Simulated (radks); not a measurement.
Spherical quantum dot in the effective-mass picture: electrons in a parabolic well V = omega^2 r^2 / 2 with omega = 0.157, all in effective atomic units (hartree* = m*/eps^2 hartree, bohr* = eps/m* bohr), one dielectric constant everywhere. Method: non-relativistic Kohn-Sham, PBEsol, spin-polarised, spherical densities; computed with a radial shooting solver with Libxc functionals. Levels are named by radial order and angular momentum (1s, 1p, 1d, 2s, ...), and open shells are averaged over m. Results are scaled to m* = 0.039 and eps = 16.5, for which hartree* = 3.898 meV and bohr* = 22.39 nm.

N = 3, configuration 1s2 1p(up 1, down 0). This is the lowest configuration that the search found. Occupied and some empty levels:

level,occupation,eigenvalue (meV),<r> (nm)
1s up,1,3.0218,81.31
1s down,1,3.0900,78.78
1p up,1,3.4044,99.02
1p down,0,3.4964,98.41
1d up,0,3.8600,113.0
1d down,0,3.9570,113.5
2s up,0,4.0115,100.9
2s down,0,4.0592,102.1
1f up,0,4.3620,125.4
1f down,0,4.4538,126.6

Energy (meV): total 5.96252, kinetic 1.1930, external 2.4343, Hartree 4.0713, exchange-correlation -1.7361.
